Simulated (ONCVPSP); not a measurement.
Configuration tests for C (ONCV)

```json
{
  "Element": "carbon",
  "Generator": "ONCVPSP 4.0.1",
  "Type": "optimised norm-conserving Vanderbilt (ONCV)",
  "Functional": "PBEsol",
  "Relativity": "non-relativistic",
  "Frozen core": "[He]",
  "Valence charge": "4",
  "Reference configuration": "2s2 2p2",
  "Partial waves": "2s: rc 1.00 bohr, ncon 4, nbas 8, qcut 5.2 1/bohr, 1 projector; 2p: rc 2.60 bohr, ncon 4, nbas 9, qcut 6.7 1/bohr, 2 projectors, debl 1.9 Ha",
  "Local potential": "polynomial inside 0.65 bohr (lpopt 5, dvloc0 2 Ha)",
  "Core correction": "none"
}
```

Energies are relative to the spin-unpolarised reference configuration 2s2 2p2; without spin polarisation the order of configurations can differ from experiment.

```csv
valence configuration,charge,ΔE all-electron (eV),error AE − PS (meV)
2s2 2p1,+1,10.792,+65
2s2 2p0,+2,34.814,+520
2s1 2p0,+3,82.757,+1048
2s1 2p2,+1,19.488,-36
```

Levels in the configuration 2s1 2p0:

```csv
level,all-electron (eV),pseudo (eV)
2s,-55.808,-55.172
```
